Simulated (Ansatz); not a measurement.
## Relative stability

Two relaxed structures of CH₂SeSi, singlet (PBE0-D4/def2-TZVP; forces vanish, vibrations not checked).

A:

```
5
angstrom
C -0.3341 -0.8044 0.1575
Si -1.7548 0.1468 0.0692
Se 0.5903 0.8618 0.5076
H 0.2340 -1.7218 0.1506
H 1.0573 1.2481 -0.8525
```

B:

```
5
angstrom
C -0.7472 -0.6946 0.2012
Si 0.2902 -0.5075 -1.3054
Se -0.1719 0.9016 0.7635
H -1.4542 -1.3080 0.7519
H 1.3842 -1.3987 -0.7204
```

Ansatz 0.2.0; basis: def2-TZVPP; cores frozen in the correlated methods. Filled d shells of the heavier atoms are correlated. The def2 sets are not built for correlating such inner shells, so the correlated values are less sure here. B3LYP uses VWN-RPA correlation.

(1) Which structure is lower at CCSD(T), and by how much? (Judge from chemistry; the value comes from the calculation.)

The T1 diagnostic stays at or below 0.023. The restricted Hartree–Fock reference is unstable towards an unrestricted one at one or more of these structures.

Results:

(1) The calculation gives: A, by 7.90 kcal/mol (electronic energy, against the other). By their contacts, A is CH₂SeSi ([CH]1[Si][SeH]1) and B is CH₂SeSi ([CH]1[SiH][Se]1).

All methods give the same order:

| method | E(B) − E(A) (kcal/mol) |
| --- | --- |
| PBE-D4 | 5.30 |
| r2SCAN-D4 | 5.54 |
| PBE0-D4 | 7.74 |
| B3LYP-D4 | 5.76 |
| wB97M-V | 9.52 |
| HF | 7.38 |
| MP2 | 10.53 |
| CCSD | 8.72 |
| CCSD(T) | 7.90 |

Labels in which every atom is bracketed show which atoms are joined, not bond orders.

For scale, one of the runs: CCSD(T)/def2-TZVPP, 149 basis functions, launched by `ansatz run in.yaml --threads 2 --pin off --events-out ev --progress --plain --max-ram 4352MiB`. Time: 34 s of wall clock on 2 CPU threads of an Arm Neoverse V1; the host was shared. Peak host memory: 0.91 GiB.
